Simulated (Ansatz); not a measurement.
Reaction (formal exchange of groups at a C–C bond): `O=CCB(F)F` + `CCBr` → `O=CCCBr` + `CB(F)F`

Program: Ansatz. Geometries: PBE0-D4/def2-TZVP. ΔE: electronic, gas phase. CCSD(T)/CBS adds triple-zeta CCSD(T) − MP2 to the extrapolated MP2 energy (def2 sets, frozen cores). DFT in def2-TZVPP. B3LYP here is the variant with VWN-RPA as its local correlation; programs differ in this. For Br outer-core shells are correlated without core-valence functions, which leaves a few kJ/mol of doubt a bond. Scalar relativity is left out up to krypton. One conformer a species, not always the lowest.

`O=CCB(F)F`:

Cartesian coordinates in Å:
```
O -1.805 -1.184 0.786
C -1.252 -0.207 0.366
C -0.042 -0.247 -0.519
B 1.232 0.379 0.145
F 1.147 1.412 0.962
F 2.438 -0.085 -0.108
H -1.614 0.809 0.629
H 0.144 -1.264 -0.866
H -0.248 0.386 -1.396
```

`CCBr`:

```xyz
8

C     0.514   -0.580    0.232
C    -0.445    0.410   -0.373
Br   -0.959    1.786    0.909
H     0.778   -1.333   -0.517
H     0.070   -1.089    1.088
H     1.432   -0.090    0.562
H    -1.378   -0.053   -0.687
H    -0.012    0.948   -1.214
```

`O=CCCBr`:

Z-matrix (Å, degrees):
```
C
C 1 1.507
C 1 1.507 2 113.2
H 1 1.091 2 109.2 3 125.9
H 1 1.100 2 106.4 3 -118.6
O 2 1.197 1 124.2 3 -150.1
H 2 1.113 1 115.0 3 31.6
Br 3 1.947 1 111.1 2 63.7
H 3 1.087 1 112.3 2 -177.6
H 3 1.089 1 112.1 2 -54.3
```

`CB(F)F`:

```xyz
7

C    -0.544   -0.081   -0.434
B     0.650    0.080    0.550
F     0.918   -0.801    1.499
F     1.470    1.116    0.478
H    -1.182   -0.929   -0.189
H    -1.148    0.830   -0.454
H    -0.164   -0.214   -1.451
```

Problem. Is it downhill or uphill in electronic energy at CCSD(T)/CBS, and by how much? (Best estimate.)

Solution. Ansatz gave: Downhill: ΔE = -0.04 eV.

Problem. What do these levels give: PBE-D4, B3LYP-D4, ωB97M-V, PBE, r2SCAN, PBE0, B3LYP, HF/def2-TZVPP, CCSD(T)/def2-TZVPP, MP2/def2-QZVPP, MP2/CBS(def2), CCSD/CBS(def2)? (An estimate is asked.)

Solution. Computed: PBE-D4 0.00, B3LYP-D4 -0.02, ωB97M-V -0.03, PBE 0.01, r2SCAN 0.00, PBE0 0.00, B3LYP 0.01, HF/def2-TZVPP 0.01, CCSD(T)/def2-TZVPP -0.04, MP2/def2-QZVPP -0.05, MP2/CBS(def2) -0.05, CCSD/CBS(def2) -0.03 eV.

Largest T1 diagnostic among the species: 0.014.

In def2-TZVPP, CCSD(T) changes the Hartree–Fock value by −0.05 eV (the triples alone add −0.00 eV) and MP2 by −0.06 eV.
